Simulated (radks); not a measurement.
Coulomb parameter of the 5d shell of neutral iridium in the model configuration [Xe] 4f14 5d8 6s1, as a second difference U = [E(n + 0.5) + E(n - 0.5) - 2 E(n)] / (0.5)^2 with all orbitals relaxed. "Bare": the charge of the atom changes with n. "Screened": the 6s shell takes up the change at fixed total charge, which measures U(5d,5d) + U(6s,6s) - 2 U(5d,6s). All-electron calculation, Dirac Kohn-Sham, PBEsol, spin-unpolarised, spherical densities, finite nucleus; open shells are shared between the two j in proportion to 2j + 1; Fermi nuclear charge, rms radius 5.4032 fm. Program: a radial shooting solver on a logarithmic mesh with Libxc functionals.

case                   configuration  E - E(n) (eV)
start              [Xe] 4f14 5d8 6s1          0.000
bare +0.5        [Xe] 4f14 5d8.5 6s1         -1.681
bare -0.5        [Xe] 4f14 5d7.5 6s1          3.897
screened +0.5  [Xe] 4f14 5d8.5 6s0.5          0.164
screened -0.5  [Xe] 4f14 5d7.5 6s1.5          0.052

U(bare) = 8.862 eV, U(screened by 6s) = 0.864 eV. The step up makes a negative ion, whose loosely bound charge lowers the bare value.
